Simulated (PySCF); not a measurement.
## Dipole moment and polarisability across levels of theory

C2H5BrSi.
Geometry (PBE0-D3(BJ)/def2-SVP, Å), atoms numbered from 1 in this order:
```
atom  x, y, z in Å
Br1    1.2763    1.9668   -1.6536
Si2    0.3492    0.9922    0.1046
C3     0.4568   -0.8424    0.2679
C4    -0.9364   -0.3057   -0.1620
H5     0.3315    1.8930    1.2786
H6     0.5260   -1.2970    1.2628
H7     1.0090   -1.4095   -0.4898
H8    -1.7523   -0.4139    0.5619
H9    -1.2510   -0.5394   -1.1852
```

PySCF, dipoles from the SCF density, polarisabilities from static response with core orbitals frozen. Isolated species at its PBE0-D3(BJ)/def2-SVP geometry, gas phase. Relativistic effects, spin–orbit coupling among them, are left out although an element past zinc is present.

The anisotropy is √(½[(α1 − α2)² + (α2 − α3)² + (α3 − α1)²]).

| level | μ (D) | α (Å³) | anisotropy (Å³) |
| --- | --- | --- | --- |
| LDA/def2-SVPD | 1.418 | 11.10 | 4.13 |
| PBE/def2-SVPD | 1.360 | 11.01 | 4.13 |
| B3LYP/def2-SVPD | 1.343 | 10.74 | 3.98 |
| PBE0/def2-SVPD | 1.388 | 10.62 | 3.92 |
| BHandHLYP/def2-SVPD | 1.368 | 10.36 | 3.77 |
| CAM-B3LYP/def2-SVPD | 1.359 | 10.54 | 3.83 |
| wB97X-D/def2-SVPD | 1.389 | 10.54 | 3.81 |
| LC-wPBE/def2-SVPD | 1.383 | 10.26 | 3.68 |
| HF/def2-SVPD | 1.422 | 10.01 | 3.51 |
| PBE0/6-31G* | 1.747 | 8.59 | 4.30 |
| PBE0/def2-SVP | 1.337 | 8.77 | 4.04 |
| PBE0/aug-cc-pVDZ | 1.443 | 10.71 | 4.07 |
| PBE0/def2-TZVP | 1.312 | 10.08 | 4.18 |
| PBE0/def2-TZVPD | 1.322 | 10.80 | 4.00 |

The dipole runs from 1.31 D (PBE0/def2-TZVP) to 1.75 D (PBE0/6-31G*). No reference polarisability is at hand; against PBE0 in the largest diffuse basis at hand (def2-TZVPD) the other PBE0 rows deviate by 6-31G* -20%, def2-SVP -19%, def2-SVPD -2%, aug-cc-pVDZ -1%, def2-TZVP -7%. In one basis (def2-SVPD) the functionals order the polarisability from HF (lowest) to LDA (highest), a spread of 11%. With PBE0 the polarisability is 9.15 Å³ without diffuse functions (mean of 6-31G*, def2-SVP and def2-TZVP) and 10.71 Å³ with them (mean of def2-SVPD, aug-cc-pVDZ and def2-TZVPD).

Without π bonds the low states are Rydberg-like; a valence basis with one diffuse set may place them up to an eV too high.
